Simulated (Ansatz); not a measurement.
Born–Oppenheimer molecular dynamics of CH7AlClNO (12 atoms, charge 0, multiplicity 1). It starts from a rough guess of a transition structure, not a stationary point.

Computed with UKS LDA/6-31G (Ansatz 0.2.0).

```json
{
  "ensemble": "NVE (velocity Verlet)",
  "time step": "0.5 fs",
  "steps asked": "150",
  "starting velocities drawn for": "600 K",
  "seed": "122954"
}
```

First frame:

```xyz
12
Properties=species:S:1:pos:R:3
Al -0.521 0.542 -0.126
N 1.392 0.349 1.019
C -1.739 -0.998 0.089
Cl -0.926 2.521 -0.351
H 1.524 0.167 -0.303
O 1.093 0.040 -1.502
H 1.943 1.135 1.338
H 1.678 -0.480 1.515
H -2.380 -0.909 0.969
H -1.156 -1.913 0.200
H -2.400 -1.141 -0.768
H 1.492 0.687 -2.080
```

Problem. How far do the bonds stretch over the last three quarters of this one trajectory? (Pairs bonded in most of those frames.)

Solution. 
```csv
bond,mean (Å),spread (Å),shortest,longest
Al1–N2,2.066,0.120,1.92,2.25
Al1–C3,2.008,0.082,1.92,2.14
Al1–Cl4,2.430,0.187,2.05,2.62
Al1–O6,1.836,0.202,1.55,2.11
N2–H5,1.048,0.065,0.95,1.15
N2–H7,1.036,0.019,1.00,1.07
N2–H8,1.032,0.022,1.00,1.07
C3–H9,1.110,0.025,1.07,1.15
C3–H10,1.111,0.029,1.07,1.16
C3–H11,1.108,0.021,1.08,1.14
O6–H12,0.989,0.038,0.92,1.05
```

Mean temperature of the second half: 927 K. The conserved energy stayed within 0.33 meV per atom of its start (net change 0.1 meV per atom), so the integration is sound. The kinetic energy rose, since the run started high on the potential surface and went downhill. A run of 0.075 ps of so small a system gives no equilibrium averages. The orbitals were unrestricted but ended closed-shell. Limits of this set-up: no polarisation functions.

Run time: 12 min on 1 thread of Intel(R) Xeon(R) Platinum 8259CL CPU @ 2.50GHz (Skylake/Cascade Lake), on a shared host, peak memory 0.19 GiB.
